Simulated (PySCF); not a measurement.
Species: C2H7FGeO.
Numbering: `[CH3:1][O:2][Ge@H:3]([CH3:4])[F:5]` (hydrogens: H6, H7, H8 on C1; H9 on Ge3; H10, H11, H12 on C4)

Level of theory: PySCF 2.14.0, PBE0-D3(BJ)/def2-SVP geometry optimisation, gas phase.

(1) What internal coordinates does the optimisation give?

## Answers

(1) 
| bond | length (bohr) | order |
| --- | --- | --- |
| C1–O2 | 2.651 | single |
| O2–Ge3 | 3.335 | single |
| Ge3–C4 | 3.631 | single |
| Ge3–F5 | 3.303 | single |
| C1–H6, C1–H7, C1–H8 | 2.087 | single |
| Ge3–H9 | 2.908 | single |
| C4–H10, C4–H11, C4–H12 | 2.077 | single |

Bonds in one row agree within 0.02 bohr and their mean is given. Orders are formal, as drawn. A selection of angles:
| angle | degrees |
| --- | --- |
| O2–C1–H6 | 112.6 |
| O2–C1–H7 | 108.6 |
| O2–C1–H8 | 112.0 |
| H6–C1–H7 | 107.6 |
| C1–O2–Ge3 | 120.7 |
| O2–Ge3–C4 | 107.1 |
| O2–Ge3–F5 | 106.6 |
| O2–Ge3–H9 | 109.8 |
| C4–Ge3–F5 | 109.1 |
| C4–Ge3–H9 | 118.7 |
| F5–Ge3–H9 | 104.8 |
| Ge3–C4–H10 | 110.5 |
| Ge3–C4–H11 | 109.2 |
| H10–C4–H11 | 109.3 |

Torsions: C1–O2–Ge3–C4 179° (antiperiplanar).

O2 (oxygen bonded to C and Ge) is bent (angle 120.7°). Ge3 (germanium bonded to C, F, O and H) is distorted tetrahedral (angles from 104.8° to 118.7°).

Point group: C1 (no symmetry element, even within 0.4 Å). Not checked by PBE0-D3(BJ)/def2-SVP frequencies. One conformer, not necessarily the lowest.
